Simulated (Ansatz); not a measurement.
Basis-set extrapolation for `N#C[SiH](C#N)C#N` (PBE0-D4/def2-TZVP geometry, frozen core, Ansatz). Multiplicity 1, RHF reference.

```csv
,def2-TZVPP,def2-QZVPP
HF,-566.582632,-566.601917
MP2 correlation,-1.103909,-1.178085
CCSD(T) correlation,-1.172302,not run
```

Energies in hartree. Use E(X) = E(∞) + A·exp(−7.88·√X) for Hartree–Fock and E(X) = E(∞) + B·X^(−2.97) for correlation, with X = 3 and 4, and add CCSD(T) minus MP2 of the smaller set to the MP2 limit.

**Question.** What is the CCSD(T) energy at the basis-set limit?

**Answer.** HF limit: -566.601917 + (-0.019285) × 0.13774 = -566.60457. MP2 limit: -1.178085 + (-0.074176) × 0.74074 = -1.23303. Higher-order term: -1.172302 − (-1.103909) = -0.06839. Total: -567.90599 hartree, 396.6 kJ/mol below CCSD(T)/def2-TZVPP.
